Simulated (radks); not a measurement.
The numbers below are computed, except where a source is named.
Problem. Excited configurations of Er IV: one electron is placed in a higher orbital outside [Xe] 4f10. The ground configuration is [Xe] 4f11. Code: a radial shooting solver on a logarithmic mesh with Libxc functionals. Model: Dirac Kohn-Sham, PBEsol, spin-unpolarised, spherical densities, point nucleus; open shells fill j = l - 1/2 first. Excitation = E - E(ground); binding = E(ion) - E, where the ion is the core of charge +4; n* = 4/sqrt(2 binding) in atomic units, and the quantum defect is n - n*.

| outer orbital | excitation (eV) | binding (eV) | n* | quantum defect | eigenvalue (eV) | <r> (bohr) |
|---|---|---|---|---|---|---|
| 5d3/2 | 12.209 | 32.761 | 2.578 | 2.422 | -27.165 | 1.969 |
| 5f5/2 | 30.883 | 14.087 | 3.931 | 1.069 | -11.765 | 4.213 |
| 6s1/2 | 15.253 | 29.717 | 2.707 | 3.293 | -26.097 | 2.855 |
| 6d3/2 | 29.014 | 15.956 | 3.694 | 2.306 | -13.925 | 4.556 |
| 6f5/2 | 35.625 | 9.345 | 4.826 | 1.174 | -8.085 | 7.330 |
| 7p1/2 | 31.318 | 13.652 | 3.993 | 3.007 | -12.113 | 5.914 |
| 7d3/2 | 35.024 | 9.946 | 4.678 | 2.322 | -8.774 | 7.690 |
| 7f5/2 | 38.427 | 6.543 | 5.768 | 1.232 | -5.775 | 11.20 |

Estimate the row for 6p1/2.

Solution. excitation (eV) 20.788; binding (eV) 24.182; n* 3.000; quantum defect 3.000; eigenvalue (eV) -21.136; <r> (bohr) 3.273. The Delta-SCF ionisation energy is 44.970 eV (NIST Atomic Spectra Database: 42.42 eV, semi-empirical). Self-interaction in the functional shifts the binding energies and quantum defects, so they are the method's values and not measured ones. Spin polarisation and multiplet splitting are left out, so open shells lie too high by an amount that depends on their filling.

Beside tabulated values, note that spin-unpolarised runs miss the spin-polarisation part of the exchange energy of open shells.
